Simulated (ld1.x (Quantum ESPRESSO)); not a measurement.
# Au (Z = 79): one change to an RRKJ potential, before and after

Au (Z = 79), norm-conserving RRKJ (Kleinman–Bylander form), made with ld1.x (Quantum ESPRESSO) 7.5 (PBE, scalar-relativistic). Core [Kr] 4d10 4f14 5s2, reference 5p6 5d10 6s1 6p0. Waves: 5p (bound): rc 1.85 bohr; 5d (bound): rc 2.30 bohr; 6s (bound): rc 2.35 bohr. Local part: the s channel. Core correction: a·sin(br)/r model core inside 1.25 bohr. rho0 = 0.001.

Change: core [Kr] 4d10 4f14, valence charge 19; reference 5s2 5p6 5d10 6s1 6p0; waves now 5s (bound): rc 1.15 bohr; 5p (bound): rc 1.35 bohr; 5d (bound): rc 2.30 bohr; local potential all-electron potential smoothed inside 1.00 bohr (lloc = -1); core correction none.

Cutoffs: the cutoffs (Ry, on a coarse ladder) from which the occupation-weighted sum of valence levels, in a spherical-Bessel basis at the reference potential, stays within 10 and 1 mRy of its value at 400 Ry; they do not see the model core or the augmentation charge, which bear on the density cutoff. Errors are all-electron minus pseudo energies relative to the spin-unpolarised reference configuration.

Problem. What does the change do?

Solution. The potential gets harder (35 Ry and 45 Ry → 140 Ry and 180 Ry); a bound ghost appears in s, which as a rule spoils a file; the number of tests that count goes from 7 to 0. The added semicore shells are compact, so their waves need more plane waves. Several settings change at once here, so the effects cannot be laid on one of them.

| quantity | base | changed |
| --- | --- | --- |
| cutoff, loose | 35 Ry | 140 Ry |
| cutoff, tight | 45 Ry | 180 Ry |
| loose cutoff by channel (10 mRy a level) | p 30 Ry, d 30 Ry, s 8 Ry | s 120 Ry, p 70 Ry, d 30 Ry |
| bound ghosts | none | s |
| tests counted (converged, no solver errors) | 7 of 7 | 0 of 7 |

Changed file: Tests not counted: all (the test run did not reproduce the reference configuration, from which every error is measured). A true bound ghost makes a file unfit for plane-wave use even where its test errors are small: the radial tests pick states by their node count and pass the ghost by. Where a test does run into it, the solver fails or the error is huge.
